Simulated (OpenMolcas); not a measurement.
Ag2+ (d9) among equal point charges was computed by CASSCF with the d shell active (OpenMolcas, ANO-RCC-VTZP on the metal). Its lowest spin-free states, and all those of the highest spin:

| 2S+1 | Degeneracy | E (cm-1) |
| --- | --- | --- |
| 2 | 1 | 0.0 |
| 2 | 1 | 3313 |
| 2 | 2 | 9226 |
| 2 | 1 | 11025 |

Task: Is the site octahedral, tetrahedral or cube-like, axial, or of lower symmetry?

Result: The states with 2S+1 = 2 have orbital degeneracies 1, 1, 2, 1. There are pairs but no triples, so the site is axial: not cubic, but with a proper or improper axis of order three or more. The run had Ag2+ among 4 point charges of -1.25 e arranged as a square (D4h), 2.11 Å from the ion.

This is an electrostatic model: the charges have no orbitals. No measured value stands beside these numbers.
